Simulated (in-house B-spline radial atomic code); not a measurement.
Ionising the mercury ion Hg⁴⁺ with different functionals

Computed with a B-spline radial code for spherical atoms: scalar-relativistic (spin-free X2C) Hamiltonian, Fermi nucleus of rms radius 5.4648 fm, spin-polarised at highest spin, spherical fractional occupations for the functionals, the average over the highest-spin determinants for Hartree-Fock. The ionisation energy is the difference of two self-consistent energies, [Xe] 4f14 5d8 → [Xe] 4f14 5d7, without Breit or QED terms; ε is the level of the shell that loses the electron (its least bound occupied spin orbital). There is no spin-orbit coupling in this Hamiltonian.

Hybrids are left out here: with spherical fractional occupations of an open shell their exact exchange keeps a self-interaction that integer-occupation calculations don't have.

| method | rung | ΔSCF (eV) | -ε(5d) (eV) |
| --- | --- | --- | --- |
| Hartree-Fock | Hartree-Fock | 62.05 | 63.21 |
| LDA VWN5 | LDA | 64.22 | 56.71 |
| LDA PW92 | LDA | 64.21 | 56.70 |
| LDA exchange-only | LDA | 62.27 | 54.84 |
| PBE | GGA | 63.78 | 56.31 |
| PBEsol | GGA | 63.83 | 56.36 |
| BLYP | GGA | ? | ? |
| RPBE | GGA | 63.68 | 56.22 |
| PW91 | GGA | 63.89 | 56.41 |
| BP86 | GGA | 63.92 | 56.44 |
| AM05 | GGA | 63.88 | 56.39 |
| OLYP | GGA | 63.90 | 56.42 |
| TPSS | meta-GGA | ? | ? |
| SCAN | meta-GGA | 63.72 | 56.33 |
| r2SCAN | meta-GGA | 63.77 | 56.38 |
| revTPSS | meta-GGA | 63.68 | 56.22 |

Q: What does BLYP give?

A: ΔSCF 63.67 eV, and -ε(5d) = 56.19 eV.

Q: What does TPSS give?

A: ΔSCF 63.69 eV, and -ε(5d) = 56.23 eV.

Q: How do they compare with the NIST value?

A: NIST lists 61.2 eV ± 0.2 (measured, ground level to ground level). Errors run from +0.85 to +3.02 eV. The correlated functionals all miss on the same side by more than they spread, so the cause is common to them (spin-orbit coupling, Breit-QED terms, multiplet and fine-structure energies, or a listed next ion that isn't the cheapest removal here) and closeness doesn't rank the functionals. Hartree-Fock also lacks correlation.
